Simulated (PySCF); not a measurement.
Vertical excitations of a molecule C₄H₈BN from TDDFT-B3LYP/def2-SVPD (PySCF), as energy in eV (oscillator strength): 5.64 (0.000), 5.96 (0.086), 6.34 (0.287), 6.46 (0.000), 6.83 (0.017), 7.12 (0.022), 7.18 (0.012), 7.25 (0.001), 7.54 (0.000), 7.58 (0.001). Lowest triplet (TDA): 3.92 eV. The structure is a stationary point at B3LYP-D3(BJ)/def2-SVP. The values are those of a single conformer.

**Question.** Which structure fits?
A. C=C1CCB1N
B. CB1C=NCC1
C. C=C1CNB1C
D. C#CBN(C)C

**Answer.** C, C=C1CNB1C
